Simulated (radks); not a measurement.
The arsenic ion As+, configuration [Ar] 3d10 4s2 4p2. All-electron calculation, scalar-relativistic Kohn-Sham, PBE, spin-polarised, spherical densities, point nucleus; open shells are filled with parallel spins first. Program: a radial shooting solver on a logarithmic mesh with Libxc functionals.

Local quantities along the radius. ELF = 1/(1 + alpha^2) is the electron localisation function; alpha = (tau - tau_W)/tau_unif compares the Pauli kinetic energy density with that of the uniform gas (summed over spins). tau is taken from the large components.

```
   r/bohr * ELF (the largest magnitude, 1, reaches the edge; | marks zero)
 0.001522 |                                                      *
 0.001998 |                                                      *
 0.002623 |                                                      *
 0.003443 |                                                      *
 0.004519 |                                                      *
 0.005931 |                                                      *
 0.007785 |                                                      *
  0.01022 |                                                      *
  0.01331 |                                                      *
  0.01747 |                                                      *
  0.02293 |                                                     *
  0.03009 |                                                    *
   0.0395 |                                            *
  0.05184 |                           *
  0.06805 |               *
  0.08932 |                     *
   0.1172 |                                    *
   0.1539 |                                           *
    0.202 |                                    *
   0.2651 |               *
    0.348 |                 *
   0.4568 |                                    *
   0.5996 |                                          *
    0.787 |                                   *
    1.025 |                 *
    1.345 |           *
    1.766 |                             *
    2.318 |                                          *
    3.042 |                                    *
    3.993 |               *
    5.241 | *
    6.879 *
```

On this mesh the ELF has minima near r = 0.068, 0.30, 1.3 bohr, which separate the shells, and maxima near 0.15 (0.80), 0.60 (0.77), 2.3 (0.78).

Self-consistent cycle (total energy in hartree, residual of the potential): 1: -2257.171033, 5e+00; 2: -2259.696823, 2e+00; 3: -2260.478203, 5e-01; 4: -2260.487484, 3e-01; 5: -2260.499066, 2e-01; 6: -2260.505165, 2e-02; 7: -2260.505201, 7e-04; 8: -2260.505195, 7e-04; 9: -2260.505194, 4e-05; 10: -2260.505194, 2e-05; 11: -2260.505194, 4e-06; 12: -2260.505194, 6e-07; 13: -2260.505194, 1e-08; 14: -2260.505194, 8e-09; 15: -2260.505194, 8e-10.
